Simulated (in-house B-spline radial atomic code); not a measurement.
How numerical settings move a run on Mg II (Mg+), [Ne] 3s1. Computed with an all-electron radial atomic-structure program (B-spline basis): scalar-relativistic (X2C) M06-2X, spherical fractional occupations, Fermi nucleus of rms radius 3.057 fm.

Command:
```bash
python run_scf.py task.json out
```
Settings of the sound reference run:
```
Z                12
electrons        11
configuration    [Ne] 3s1
hamiltonian      x2c
method           m062x
spin_polarised   False
nucleus          fermi
rms_radius       3.057
mass_number      24
atomic_mass      23.98504
speed_of_light   137.036
knot_spacing     0.22
spline_order     8
gauss_points     12
box_radius       35.29
max_iterations   70
damping          0.5
damped_steps     3
diis_vectors     10
tolerance        1e-08
start            Thomas-Fermi
```

Run time, properties included: 0.17 s on 1 thread of Intel(R) Xeon(R) 6975P-C, on a shared host.

It converges in 10 iterations to -200.058441 hartree, with 3s at -11.4476 eV. The other runs change the listed settings, some to values that make no sense; their results aren't properties of the atom or ion. Radii are in bohr (the nuclear one in fm), a minus after a letter asks for a j subshell, and «unchanged» means within 1e-8 hartree. The run stops when the residual is below 10 × tolerance × max(1, Z/10), or a noise floor if that is larger, and the energy moves by less than 1e-8 × √|E| hartree; so very loose and very tight tolerances often act alike.

```tsv
changed settings	outcome
first_knot = 0.000833	converged in 10 iterations, energy +2.10e-04 hartree from the reference, 3s level -7.5e-03 eV
first_knot = 8.33e-05	converged in 9 iterations, energy -2.06e-05 hartree from the reference, 3s level +6.0e-05 eV
first_knot = 8.33e-06	converged in 8 iterations, energy +1.61e-04 hartree from the reference, 3s level -7.3e-03 eV (the program warns: states collapsed into the nucleus by a negative tau potential were left out of the aufbau)
first_knot = 0.0833	converged in 10 iterations, energy +1.72e-02 hartree from the reference, 3s level -6.3e-03 eV
tolerance = 1e-06	converged in 9 iterations, energy +5.20e-08 hartree from the reference (the program warns: states collapsed into the nucleus by a negative tau potential were left out of the aufbau)
damped_steps = 0	converged in 8 iterations, energy unchanged (the program warns: states collapsed into the nucleus by a negative tau potential were left out of the aufbau)
first_knot = 0.025	converged in 9 iterations, energy +1.35e-03 hartree from the reference, 3s level -1.5e-04 eV
damped_steps = 1	converged in 8 iterations, energy unchanged, 3s level -5.2e-07 eV (the program warns: states collapsed into the nucleus by a negative tau potential were left out of the aufbau)
first_knot = 0.25	converged in 10 iterations, energy +1.48e-01 hartree from the reference, 3s level -1.6e-03 eV
gauss_points = 4, max_iterations = 60, damped_steps = 1	converged in 8 iterations, energy -1.75e-07 hartree from the reference, 3s level +3.6e-05 eV (the program warns: states collapsed into the nucleus by a negative tau potential were left out of the aufbau)
tolerance = 1e-13	converged in 10 iterations, energy unchanged (the program warns: states collapsed into the nucleus by a negative tau potential were left out of the aufbau)
```

(1) What happens with knot_spacing = 0.3, spline_order = 4, max_iterations = 50, tolerance = 0.01?

(2) What happens with tolerance = 1e-05?

(3) What happens with damped_steps = 8?

(4) What happens with knot_spacing = 0.15, first_knot = 0.000833, max_iterations = 100, damping = 0.2, tolerance = 1e-10?

## Answers

(1) Converged in 6 iterations, energy +1.67e-03 hartree from the reference, 3s level -2.6e-02 eV (the program warns: states collapsed into the nucleus by a negative tau potential were left out of the aufbau).

(2) Converged in 6 iterations, energy unchanged, 3s level +1.8e-04 eV (the program warns: states collapsed into the nucleus by a negative tau potential were left out of the aufbau).

(3) Converged in 12 iterations, energy unchanged (the program warns: states collapsed into the nucleus by a negative tau potential were left out of the aufbau).

(4) Converged in 11 iterations, energy -3.32e-04 hartree from the reference, 3s level -8.2e-03 eV.
